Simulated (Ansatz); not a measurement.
Geometry optimisation, Ansatz 0.2.0, DFT r2SCAN-D3(BJ), scalar-relativistic, plane waves, PAW.

Input:

```yaml
crystal:
  lattice:
    - [7.398, 0.0, 0.0]
    - [-3.699, 6.406856, 0.0]
    - [0.0, 0.0, 12.0]
  atoms:
    - { symbol: C, position: [0.0, 0.0, 0.08333333] }
    - { symbol: C, position: [0.22222222, 0.11111111, 0.08333333] }
    - { symbol: C, position: [0.0, 0.33333333, 0.08333333] }
    - { symbol: C, position: [0.22222222, 0.44444444, 0.08333333] }
    - { symbol: C, position: [0.0, 0.66666666, 0.08333333] }
    - { symbol: C, position: [0.22222222, 0.77777777, 0.08333333] }
    - { symbol: C, position: [0.33333333, 0.0, 0.08333333] }
    - { symbol: C, position: [0.55555556, 0.11111111, 0.08333333] }
    - { symbol: C, position: [0.33333333, 0.33333333, 0.08333333] }
    - { symbol: C, position: [0.55555555, 0.44444444, 0.08333333] }
    - { symbol: C, position: [0.33333333, 0.66666666, 0.08333333] }
    - { symbol: C, position: [0.55555555, 0.77777777, 0.08333333] }
    - { symbol: C, position: [0.66666667, 0.0, 0.08333333] }
    - { symbol: C, position: [0.88888889, 0.11111111, 0.08333333] }
    - { symbol: C, position: [0.66666667, 0.33333333, 0.08333333] }
    - { symbol: C, position: [0.88888889, 0.44444444, 0.08333333] }
    - { symbol: C, position: [0.66666666, 0.66666666, 0.08333333] }
    - { symbol: C, position: [0.88888889, 0.77777777, 0.08333333] }
    - { symbol: "N", position: [0.44444444, 0.05555556, 0.1925] }
    - { symbol: H, position: [0.03703704, -0.03703704, 0.165] }
basis:
  ecutwfc: 500.0
kpoints:
  mp_grid: { grid: [2, 2, 1] }
hamiltonian:
  xc: r2scan
  dispersion: d3bj
  pseudopotentials: { kind: paw, azcp: { folder: soft_1 } }
scf:
  occupations: { method: gaussian, width: 0.05 }
  lower_state_search: "off"
relax:
  f_tol: 0.03
  max_steps: 60
  adjacent_minimum: "off"
```

Launched with:

```bash
$ ansatz run input.yaml --threads 2 --pin off --max-ram 5120MiB --backend cpu --events-out ev --progress --plain --runs-dir out
```

Task: Where does it end, and by what steps?

Result: The forces met the threshold. Limits of this set-up: slab without dipole correction, open-shell adsorbate without spin. After 6 steps the energy has fallen by 1.921 eV; H20 moved furthest, 0.57 Å.

```json
{"step": "0", "energy less start (eV)": "0.0000", "largest force component (eV/Å)": "3.120", "accepted": "yes"}
{"step": "1", "energy less start (eV)": "-1.1669", "largest force component (eV/Å)": "1.496", "accepted": "yes"}
{"step": "2", "energy less start (eV)": "-1.7570", "largest force component (eV/Å)": "1.039", "accepted": "yes"}
{"step": "3", "energy less start (eV)": "-1.8828", "largest force component (eV/Å)": "0.570", "accepted": "yes"}
{"step": "4", "energy less start (eV)": "-1.7959", "largest force component (eV/Å)": "1.639", "accepted": "no"}
{"step": "5", "energy less start (eV)": "-1.9199", "largest force component (eV/Å)": "0.051", "accepted": "yes"}
{"step": "6", "energy less start (eV)": "-1.9212", "largest force component (eV/Å)": "0.028", "accepted": "yes"}
```

```xyz
20
Lattice="7.3980 0.0000 0.0000 -3.6990 6.4069 0.0000 0.0000 0.0000 12.0000" Properties=species:S:1:pos:R:3
C 0.019 -0.005 1.212
C 1.265 0.741 0.986
C -1.217 2.125 0.908
C 0.019 2.832 0.904
C -2.446 4.255 0.838
C -1.207 4.944 0.921
C 2.458 -0.041 1.210
C 3.748 0.730 1.269
C 1.262 2.122 0.908
C 2.503 2.843 0.879
C 0.023 4.255 0.926
C 1.264 4.980 0.954
C 4.972 -0.018 1.002
C 6.156 0.716 0.968
C 3.720 2.155 0.940
C 4.942 2.837 0.852
C 2.506 4.263 0.894
C 3.727 4.944 0.911
N 3.055 0.321 2.476
H 0.015 -0.034 2.332
```

Time of the run: 3.5 min on 2 threads of Arm Neoverse V1, on a shared host, peak memory 1.9 GiB.
